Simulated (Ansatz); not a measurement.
`F[SiH2][SeH]` + `[SiH3]P` → `F[SiH2]P[SiH3]` + H₂Se at 400 K and 1 bar (ligand exchange at the Si–Se bond).

Gas-phase electronic energies from Ansatz, PBE0-D4/def2-TZVP geometries. CCSD(T)/CBS adds triple-zeta CCSD(T) − MP2 to the extrapolated MP2 energy (def2 sets, frozen cores). This one scheme is used for every species. For Se outer-core shells are correlated without core-valence functions, which leaves a few kJ/mol of doubt a bond. Scalar relativity is left out up to krypton. Each species was taken in one conformer, which may not be the lowest.

```tsv
species	CCSD(T)/CBS energy (Eh)	H − E (kJ/mol)	S (J/(mol·K))
`F[SiH2][SeH]`	-2791.46485	97.7	328.5
`[SiH3]P`	-633.00997	132.7	302.6
`F[SiH2]P[SiH3]`	-1022.56126	179.3	402.6
H₂Se	-2401.89790	49.4	229.5
```

H − E and S are ideal-gas, rigid-rotor, harmonic terms from PBE0-D4/def2-TZVP, for one conformer and one mirror image of each species. 1 Eh = 2625.50 kJ/mol, R = 8.31446 J/(mol·K).

By hand: ΔE, ΔH, ΔS and ΔG.

ΔE = (-1022.56126) + (-2401.89790) − (-2791.46485) − (-633.00997) = 0.01566 Eh = 41.1 kJ/mol. Δ(H − E) = 179.3 + 49.4 − 97.7 − 132.7 = -1.7, so ΔH = 39.4 kJ/mol. ΔS = 402.6 + 229.5 − 328.5 − 302.6 = 1.0 J/(mol·K). ΔG = 39.4 − 400 × (1.0)/1000 = 39.0 kJ/mol.

By hand: the equilibrium constant, and the temperature at which ΔG would vanish if ΔH and ΔS stayed fixed.

log₁₀ K = −ΔG/(RT ln 10) = -5.1. ΔG = 0 at ΔH/ΔS = 39400 K, far beyond where these terms or the molecules hold.

The number of gas molecules stays the same, so ΔS is small and ΔH decides. A doubt of 5 kJ/mol in ΔE shifts log₁₀ K by 0.7 here. Other conformers and mirror images would add mixing entropy, several J/(mol·K) or more a flexible species. Modes under 60 cm⁻¹, often nearly free rotors, make the harmonic entropy too high. These are equilibria of isolated gas molecules and say nothing of rates. Largest T1 diagnostic: 0.013 (customary marks: 0.02 for closed shells, 0.045 for open ones).
